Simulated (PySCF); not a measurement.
## Working out the ionisation energy of I⁺

I⁺ [Kr] 4d10 5s2 5p4 (3P) → I²⁺ [Kr] 4d10 5s2 5p3 (4S). Computed with PySCF 2.14 in ANO-RCC-VTZP, with scalar relativity by spin-free X2C-1e. Frozen: [Ar] 3d10. Energies in hartree (1 hartree = 27.21139 eV):

```json
{"part": "UHF", "I⁺ (lower)": "-7112.077332", "I²⁺ (upper)": "-7111.426196"}
{"part": "CCSD correlation", "I⁺ (lower)": "-0.663354", "I²⁺ (upper)": "-0.630678"}
{"part": "(T)", "I⁺ (lower)": "-0.013406", "I²⁺ (upper)": "-0.012002"}
```

Question: What does Hartree-Fock give?

Answer: (-7111.426196) − (-7112.077332) = 0.651136 hartree = 17.718 eV.

Question: What do CCSD and CCSD(T) give?

Answer: The CCSD correlation energies differ by 0.032676 hartree = 0.889 eV and the triples by 0.001404 hartree = 0.038 eV, so CCSD gives 18.607 eV and CCSD(T) 18.645 eV.

Measured between the centres of the two terms (NIST): 18.750 eV, so CCSD(T) (valence and next inner shell) is off by -0.105 eV.

What remains against the reference includes basis incompleteness, the frozen core and higher excitations.
